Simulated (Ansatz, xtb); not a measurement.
Isomers of CH2CuN in order of energy

3 gas-phase structures of CH2CuN, found in a search over its isomers (lower ones may exist). Each was relaxed with GFN2-xTB:

A. a singlet given by its coordinates
B. a singlet given by its coordinates
C. `C=[N][Cu]`, a singlet

A (Å):

| atom | x (Å) | y (Å) | z (Å) |
| --- | --- | --- | --- |
| C | -0.2500 | -0.2734 | 0.0761 |
| Cu | -0.3216 | 0.3674 | 1.7494 |
| N | -0.1973 | -0.6913 | -1.0113 |
| H | -0.1587 | -1.0460 | -1.9383 |
| H | -0.3789 | 0.9013 | 3.1430 |

Close contacts (Å): C1–Cu2 1.79, C1–N3 1.17, Cu2–H5 1.49, N3–H4 0.99.

B (Å):

```yaml
atoms:
  - { symbol: C, position_ang: [0.3000, -0.4086, 1.3118] }
  - { symbol: Cu, position_ang: [-0.9116, 1.1312, -0.6994] }
  - { symbol: N, position_ang: [0.1623, 0.2238, 0.3544] }
  - { symbol: H, position_ang: [-1.7584, 1.9011, -1.6155] }
  - { symbol: H, position_ang: [0.5089, -0.9954, 2.1622] }
```

Close contacts (Å): C1–N3 1.16, Cu2–N3 1.76, C1–H5 1.05, Cu2–H4 1.47.

Question: Estimate their order in r2SCAN-D4/def2-SVP energy at these geometries, lowest first.

Answer: Calculated order at r2SCAN-D4/def2-SVP: A (0.0), B (9.3), C (67.8) kJ/mol. CCSD(T)/def2-TZVPP after further relaxation puts B lowest instead.

Energies above the lowest of each column, in kJ/mol; the last columns are at PBE0-D4/def2-TZVP geometries:

```tsv
structure	GFN2-xTB	HF/STO-3G	r2SCAN-D4/def2-SVP	PBE0-D4/def2-TZVP	CCSD(T)/def2-TZVPP
A	34.1	224.0	0.0	19.5	26.1
B	0.0	290.6	9.3	0.0	0.0
C	191.7	0.0	67.8	46.8	71.6
```

CCSD(T)/def2-TZVPP puts B lowest; HF/STO-3G picks C, r2SCAN-D4/def2-SVP picks A. CCSD(T)/def2-TZVPP orders those it was run on as B (0.0), A (26.1), C (71.6) kJ/mol. Large T1 diagnostics make some coupled-cluster values less sure.

Programs: Ansatz 0.2.0, xtb 6.7.1.
